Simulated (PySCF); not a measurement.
# Rhodium: a sound run and one with changed settings

Sound run: Rh²⁺ [Kr] 4d7, Rh³⁺ [Kr] 4d6. Calculation: PySCF 2.14, in aug-cc-pVDZ-PP with ECP28MDF (5s5p4d2f, 54 functions); scalar relativity through the core potential. In the sound run the correlated levels freeze 4s2 4p6 outside the core potential. The sound run starts from symmetry-adapted Hartree-Fock orbitals and uses a fine grid where one is needed.

Changed run: all electrons correlated in a basis built for the valence shell.

```tsv
species	method	sound run (hartree)	changed run (hartree)	converged
Rh²⁺	MP2	-108.67956	-108.86494	yes
Rh³⁺	MP2	-107.56058	-107.74889	yes
```

Ionisation energy of Rh²⁺:

| method | sound run (eV) | changed run (eV) |
| --- | --- | --- |
| UHF | 29.340 | 29.340 |
| MP2 | 30.449 | 30.369 |
| SCS-MP2 | 30.540 | 30.362 |

A valence basis has no tight correlating functions, so it recovers only part of the core correlation, and not evenly between atom and ion.

For comparison, NIST gives 31.06 eV between the lowest levels.
